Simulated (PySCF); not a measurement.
## CaAs: from constants to spectrum

BP86 constants of CaAs, ⁴Σ⁻ (quartet), unpaired electrons σ ↑, π ↑↑ (basis Ca pcseg-1, As pcseg-1; no relativity; PySCF 2.14; masses 39.9626 and 74.9216 u):

* ωe: 209.1 cm⁻¹
* ωexe: 0.826 cm⁻¹
* Be: 0.079115 cm⁻¹
* αe: 0.000420 cm⁻¹
* D (centrifugal): 4.53e-08 cm⁻¹
* De to Ca + As: 1.38 eV

Q: Give the vibrational terms G(v) and spacings up to v = 6.

A: G(v) = ωe(v+½) − ωexe(v+½)².

```
v  G(v) (cm⁻¹)  G(v) − G(v−1)  Bv (cm⁻¹)
0        104.3                   0.07891
1        311.8          207.4    0.07848
2        517.6          205.8    0.07807
3        721.7          204.1    0.07765
4        924.2          202.5    0.07723
5       1125.1          200.8    0.07680
6       1324.3          199.2    0.07639
```

Q: How well does the Morse estimate ωe²/(4ωexe) reproduce De, and what is D0?

A: It gives 1.64 eV, 119 % of the computed De. D0 = De − G(0) = 1.38 − 0.01 = 1.37 eV.

Spin–orbit coupling is left out. The state was picked by a PBE0 search and need not be the measured ground state.
